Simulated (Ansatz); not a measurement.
Abridged output of a molecular run in Ansatz:

```
Functional definition: HF
1017 factors; integrals over basis functions are off by at most 1.5e-3 eV
mean field evaluation 1: about -15027.4007 eV, gradient 4.5e1 eV
mean field evaluation 2: about -15027.5703 eV, gradient 4.6e1 eV
mean field evaluation 4: about -15031.6013 eV, gradient 2.8e0 eV
mean field evaluation 8: about -15031.6518 eV, gradient 4.0e-1 eV
mean field -15031.65246400 eV, -552.4030392319 hartree, gradient 1.7e-6 eV, S^2 0.000000; 0 other end points of the search recorded, 0 dependent functions left out
8 core orbitals not correlated: weight in the atoms' cores, before any rotation towards them, 1.000 or more for the frozen orbitals, at most 0.000 for the correlated occupied ones
reference -15031.65246400 eV, -552.4030392319 hartree; 21, 21 occupied and 68, 68 virtual orbitals, 1017 factors
second order -22.19042503 eV of doubles, -0.00000000 eV of singles
cycle   1  -22.15843759 eV  change    3.2e-2 eV  update   1.3e-1
cycle   2  -22.70963274 eV  change   -5.5e-1 eV  update   4.0e-2
cycle   3  -22.87716800 eV  change   -1.7e-1 eV  update   2.2e-2
cycle   4  -22.87099232 eV  change    6.2e-3 eV  update   5.5e-3
cycle   5  -22.86631447 eV  change    4.7e-3 eV  update   2.6e-3
cycle   6  -22.86721697 eV  change   -9.0e-4 eV  update   8.9e-4
cycle   7  -22.86706034 eV  change    1.6e-4 eV  update   3.0e-4
cycle   8  -22.86686745 eV  change    1.9e-4 eV  update   1.2e-4
cycle   9  -22.86689346 eV  change   -2.6e-5 eV  update   4.0e-5
perturbative correction -0.51412640 eV, -0.0188937966 hartree
Total energy: -15055.03348385 eV, -553.2622758632 hartree
```

Its atoms:

```xyz
8

C    -0.996    0.036   -0.444
O    -0.459   -0.775    0.592
Sb    1.354   -0.636    1.193
F     2.158   -0.611   -0.532
F     1.397    1.262    1.332
H    -0.959    1.095   -0.177
H    -2.037   -0.260   -0.581
H    -0.457   -0.112   -1.383
```

**Question.** Which basis set was used?
A. def2-SVP
B. def2-TZVPPD
C. def2-QZVPP
D. cc-pV(T+d)Z

**Answer.** A. It gives 97 functions.

**Question.** Write the keys of the input that set method, charge and spin (a neutral closed shell needs none for the last two).

**Answer.** 
```yaml
correlation: {method: ccsd_t}
```
